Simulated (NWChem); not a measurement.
# SiIBr, singlet; SMILES Br[Si]I

Low-valent species are run as closed-shell singlets; no triplet was tried in these runs. This build's default masses of Se (78.918 u) and Br (79.917 u) are each other's, which moves their modes by up to 0.6 %. def2 effective core potentials on I; no spin-orbit coupling.

Task: Give the equilibrium geometry at PBE-D3(BJ)/def2-SVP with def2 effective core potentials on I (NWChem) as a Z-matrix, with the point group.

Result: point group Cs; any orientation.
```
Si
Br 1 2.2765
I 1 2.5118 2 103.23
```
